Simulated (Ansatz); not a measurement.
A set of 12 reactions (ligand exchange), with CCSD(T)/CBS values in kJ/mol:

```csv
reaction,ΔE
`C=C[SiH2]O[SiH3]` + H–F → `F[SiH2]O[SiH3]` + `C=C`,-146.0
`BN1[SiH2][SiH]1Cl` + `C[Si](O)(O)O` → `BO[Si](C)(O)O` + `Cl[SiH]1N[SiH2]1`,-20.0
`F[SiH2][SiH]1C[SiH2]1` + `OCF` → `FCO[SiH2]F` + `C1[SiH2][SiH2]1`,-96.7
`O[SiH](F)O[SiH2]Cl` + `N[SiH3]` → `[SiH3]N[SiH2]Cl` + `O[SiH](O)F`,47.4
`[SiH3]CO[SiH2]Cl` + `B[SiH](O)[SiH3]` → `B[SiH]([SiH3])O[SiH3]` + `CO[SiH2]Cl`,-122.5
`[NH2][GeH2][SiH2]O` + `N[SiH](O)F` → `[NH2][GeH2][O][SiH](N)F` + `O[SiH3]`,-49.4
`B[SiH2][SiH](N)F` + `BO` → `BO[SiH2]B` + `N[SiH2]F`,-79.3
`C[CH2][AlH][Br]` + `O[SiH3]` → `C[CH2][AlH][O][SiH3]` + HBr,8.1
`C[SiH](C)[SiH2]F` + `C=C(S)S` → `C=C(S)S[SiH2]F` + `C[SiH2]C`,-76.0
`C[SiH2][GeH2][PH2]` + `N[SiH2]F` → `F[SiH2]NP` + `C[SiH2][GeH3]`,51.0
`[F][Mg][F]` + `CNC` → `C[N](C)[Mg][F]` + H–F,129.5
`C[B](F)[GeH3]` + CH₃OH → `COB(C)F` + GeH₄,-157.5
```

Program: Ansatz. Geometries: PBE0-D4/def2-TZVP. ΔE: electronic, gas phase. CBS: MP2 limit from def2 TZ/QZ plus the TZ coupled-cluster correction, frozen cores. This one scheme is used for every species. Functionals use def2-TZVPP. B3LYP here is the variant with VWN-RPA as its local correlation; programs differ in this. For Br, Ge, Mg outer-core shells are correlated without core-valence functions, which leaves a few kJ/mol of doubt a bond. Scalar relativity is left out up to krypton. One conformer a species, not always the lowest.

Question: Give the mean, mean absolute and largest difference (level minus CCSD(T)/CBS, kJ/mol) for: PBE0-D4, B3LYP-D4, ωB97X-V, ωB97M-V, B2PLYP, PBE, PBE0, B3LYP, HF/def2-TZVPP, CCSD/def2-TZVPP, CCSD(T)/def2-TZVPP, SCS-MP2/def2-QZVPP, HF/CBS(def2), CCSD/CBS(def2). (An estimate is asked.)

Answer: The calculation gave: 
```csv
level,mean,mean absolute,largest
PBE0-D4,7.7,8.2,21.6
B3LYP-D4,0.1,3.3,-7.7
ωB97X-V,-0.1,3.1,9.5
ωB97M-V,-1.2,2.8,6.2
B2PLYP,-2.5,4.3,-10.9
PBE,11.2,12.4,28.9
PBE0,7.4,8.1,17.8
B3LYP,-0.4,4.9,-14.5
HF/def2-TZVPP,-13.1,18.3,-35.9
CCSD/def2-TZVPP,-3.1,3.9,-8.9
CCSD(T)/def2-TZVPP,-1.5,2.0,-6.1
SCS-MP2/def2-QZVPP,-5.5,6.5,-14.5
HF/CBS(def2),-14.2,20.5,-38.6
CCSD/CBS(def2),-1.6,2.6,-5.7
```

The largest T1 diagnostic in the set is 0.014, for `BO` (customary mark 0.02).

CCSD(T)/CBS is a level of theory with its own doubt, and the functionals carry their triple-zeta basis error, so these figures describe this set and don't rank the functionals.
